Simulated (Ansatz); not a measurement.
Mulliken charges of ClFGeH2O2 (`[OH][Ge]([OH])([F])[Cl]`) from r2SCAN/def2-TZVPP in Ansatz (PBE0-D4/def2-TZVP geometry).

```csv
atom,x (Å),y (Å),z (Å),charge (e)
O1,-1.698,0.060,0.039,-0.400
Ge2,0.017,0.337,0.021,1.002
O3,0.833,-1.187,0.271,-0.411
F4,0.530,0.956,-1.502,-0.350
Cl5,0.484,1.819,1.446,-0.261
H6,-1.925,-0.816,-0.287,0.210
H7,1.759,-1.169,0.013,0.210
```

Problem. By hand: the dipole of these point charges (1 e Å = 4.8032 D).

Solution. Σ q r = (0.007, -0.425, -0.015) e Å, of length 0.425 e Å = 2.04 D.

Problem. How does the dipole of the full density compare? (Estimate.)

Solution. Computed: (0.140, -0.379, -0.033) e Å, 1.95 D; the point charges give 1.05 times that, at 19° from its direction.

Point charges leave out the atoms' own dipoles, such as those of lone pairs, and Mulliken's split depends on the basis, so the two needn't agree.
